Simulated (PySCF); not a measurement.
1,1-dichloro-1-fluoropropane (C3H5Cl2F), SMILES CCC(F)(Cl)Cl.

Geometry optimised at ωB97X-D3(BJ)/def2-SVP. The values are those of a single conformer.

The numbers are results of HF/def2-TZVP in PySCF, not measurements.

Gas-phase values at a fixed geometry.

Computed frontier levels, gap, dipole moment and polarisability:
```yaml
highest_occupied_level: -12.20 eV
lowest_empty_level: 3.72 eV
orbital_gap: 15.93 eV
dipole_moment: 2.27 D
quadrupole, principal values (traceless, Buckingham form, about the centre of nuclear charge): -2.41, -0.58, 2.99 D·Å
mean_static_polarisability: 58.2 bohr³ (8.62 Å³)
polarisability_principal_values: 48.1, 59.6, 66.8 bohr³
```
